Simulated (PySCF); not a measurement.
**Working out the ionisation energy of Mo²⁺**

Mo²⁺ [Kr] 4d4 (5D) → Mo³⁺ [Kr] 4d3 (4F). Computed with PySCF 2.14 in aug-cc-pVDZ-PP with ECP28MDF (5s5p4d2f, 54 functions), with scalar relativity through the core potential. Frozen: 4s2 4p6. Energies in hartree (1 hartree = 27.21139 eV):

```json
{"part": "UHF", "Mo²⁺ (lower)": "-66.557901", "Mo³⁺ (upper)": "-65.599170"}
{"part": "MP2 opposite-spin", "Mo²⁺ (lower)": "0.000000", "Mo³⁺ (upper)": "0.000000"}
{"part": "MP2 same-spin", "Mo²⁺ (lower)": "-0.024570", "Mo³⁺ (upper)": "-0.009560"}
```

Q: What does Hartree-Fock give?

A: (-65.599170) − (-66.557901) = 0.958731 hartree = 26.088 eV.

Q: What do MP2 and SCS-MP2 (6/5 opposite-spin, 1/3 same-spin) give?

A: The opposite-spin parts differ by 0.000 eV and the same-spin parts by 0.408 eV. MP2: 26.088 + (0.000) + (0.408) = 26.496 eV. SCS-MP2: 26.088 + 1.2 × (0.000) + (0.408)/3 = 26.224 eV.

Reference: 27.13 ± 0.12 eV (semi-empirical (NIST evaluation); NIST Atomic Spectra Database, ionization energies), between the lowest levels; spin-orbit coupling is absent from the calculation.

A double-zeta basis recovers only part of the correlation energy.

What remains against the reference includes basis incompleteness, the frozen core and correlation beyond second order.
